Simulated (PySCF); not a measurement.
Computed properties of Al(OH)3 (AlH₃O₃), SMILES [OH][Al]([OH])[OH]

Al(OH)3 (AlH3O3), SMILES [OH][Al]([OH])[OH]. Geometry optimised at r2SCAN-D4/def2-SVP. The isomer is the one that the SMILES or the coordinates give; other isomers of the formula were not compared. One conformer was computed; it need not be the lowest. All values are computed for the isolated molecule unless a solvent is named; none is compared with measurement here.

**Structure.** The optimised structure has C3h symmetry. All 15 harmonic modes at r2SCAN-D4/def2-SVP (PySCF) are real, so it is a minimum. With heavy atoms numbered as in [Al:1]([OH:2])([OH:4])[OH:6], the shortest bond between them is Al1–O6 at 1.697 Å and the longest Al1–O4 at 1.697 Å.

**Vibrations.** The strongest infrared lines (harmonic, unscaled, degenerate partners summed) lie at 581 cm⁻¹ (464 km/mol, H 71 %, O 28 %), 320 cm⁻¹ (449 km/mol, H 60 %, O 24 %, Al 16 %), 958 cm⁻¹ (302 km/mol, Al 50 %, O 43 %). The softest mode is at 227 cm⁻¹ and the zero-point energy is 25.6 kcal/mol.

**Electronic structure.** r2SCAN/def2-TZVPD (PySCF) places the frontier levels at -7.76 and -1.13 eV, a gap of 6.63 eV, and gives a dipole moment of 0.00 D and a mean polarisability of 36.8 bohr³.

**Excitations.** TDDFT-M06-2X/def2-SVPD (PySCF) has S1 at 7.34 eV (169 nm, f = 0.000, dark); the most intense of the 10 singlets computed lies at 8.29 eV (f = 0.20). Strengths of degenerate partners are summed. T1 (TDA) is at 7.04 eV. No vertical singlet excitation falls in the visible range (under 3.1 eV).

**NMR.** GIAO shifts at PBE0/pcSseg-1 (PySCF) (non-relativistic, atoms alike by connectivity averaged): ¹H at 1.5 ppm against TMS.
